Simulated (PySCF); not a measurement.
## Polarisability and C₆ of Mg²⁺ (magnesium, charge +2)

[Ne], closed-shell 1S. Computed with PySCF 2.14 in def2-TZVPPD, with no relativity, point nucleus. Coupled (time-dependent) response in atomic units; α is the mean over directions.

```tsv
method	mean α (bohr³)	C₆ (like pair)	S(−4)
UHF	0.3326	0.3103	0.03692
PBE	0.3766	0.3569	0.05261
PBE0	0.3618	0.3410	0.04701
r2SCANh	0.3536	0.3341	0.04389
B97-3	0.3557	0.3341	0.04508
```

S(−4) is the Cauchy moment in α(ω) = α(0) + S(−4) ω² + …

α(iu) at r2SCANh:

```tsv
u (hartree)	α(iu) (bohr³)
0	0.3536
0.0500	0.3535
0.100	0.3532
0.200	0.3519
0.300	0.3497
0.500	0.3431
0.750	0.3312
1.00	0.3164
1.50	0.2828
2.00	0.2495
3.00	0.1945
5.00	0.1271
```

A single London oscillator, α(iu) = α/(1 + u²/ω²), gives C₆ = (3/4) ω α². Matching the computed C₆ needs ω = 4 × 0.3341 / (3 × 0.3536²) = 3.56 hartree.

For an ion, C₆ is the dispersion term alone; charge-induced terms of lower order in 1/R come first.
